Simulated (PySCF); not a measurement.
Does the answer move with the share of exact exchange?

Species: ClFH₆OSi₃.
InChI=1S/ClFH6OSi3/c1-6(2,5)3-4/h4-5H3/t6-/m0/s1

Torsions of this conformer, `[F:1][Si@@:2]([SiH3:3])([Cl:4])[O:5][SiH3:6]`: F1–Si2–O5–Si6 -81°.

PySCF, pcSseg-1 basis, density fitting, gas phase, PBE0-D3(BJ)/def2-SVP geometry. One functional is left out:

```json
{"functional": "B97-D", "exact exchange (%)": "0", "HOMO energy (eV)": "-7.57", "LUMO energy (eV)": "-0.92", "dipole moment (D)": "1.597"}
{"functional": "BLYP", "exact exchange (%)": "0", "HOMO energy (eV)": "-7.41", "LUMO energy (eV)": "-0.91", "dipole moment (D)": "1.546"}
{"functional": "BP86", "exact exchange (%)": "0", "HOMO energy (eV)": "-7.68", "LUMO energy (eV)": "-1.15", "dipole moment (D)": "1.589"}
{"functional": "LDA", "exact exchange (%)": "0", "HOMO energy (eV)": "-7.67", "LUMO energy (eV)": "-1.34", "dipole moment (D)": "1.642"}
{"functional": "OPBE", "exact exchange (%)": "0", "HOMO energy (eV)": "-7.56", "LUMO energy (eV)": "-0.95", "dipole moment (D)": "1.578"}
{"functional": "PBE", "exact exchange (%)": "0", "HOMO energy (eV)": "-7.56", "LUMO energy (eV)": "-1.10", "dipole moment (D)": "1.569"}
{"functional": "B3LYP", "exact exchange (%)": "20", "HOMO energy (eV)": "-8.60", "LUMO energy (eV)": "-0.40", "dipole moment (D)": "1.651"}
{"functional": "PBE0", "exact exchange (%)": "25", "HOMO energy (eV)": "-8.84", "LUMO energy (eV)": "-0.25", "dipole moment (D)": "1.688"}
{"functional": "mPW1PW91", "exact exchange (%)": "25", "HOMO energy (eV)": "-8.87", "LUMO energy (eV)": "-0.23", "dipole moment (D)": "1.701"}
{"functional": "BHandHLYP", "exact exchange (%)": "50", "HOMO energy (eV)": "-9.98", "LUMO energy (eV)": "0.72", "dipole moment (D)": "1.753"}
```

Predict the row of B97-2 (21 % exact exchange) by straight lines through the other rows, and check it.

| property | line | computed | computed − line | B3LYP (20 %), for comparison |
| --- | --- | --- | --- | --- |
| HOMO energy (eV) | -8.62 | -8.60 | +0.02 | -8.60 |
| LUMO energy (eV) | -0.34 | -0.23 | +0.11 | -0.40 |
| dipole moment (D) | 1.663 | 1.686 | +0.023 | 1.651 |

Which of these properties follows the share of exact exchange most closely, and which least?

Most closely the HOMO energy, least the dipole moment; the correlations over the tabulated rows are HOMO energy -0.996, LUMO energy 0.978, dipole moment 0.921. The HOMO energy moves by -0.490 eV for every 10 %. Functionals with the same share still differ in their other parts: at 0 % BLYP and BP86 differ by 0.27 eV in it.
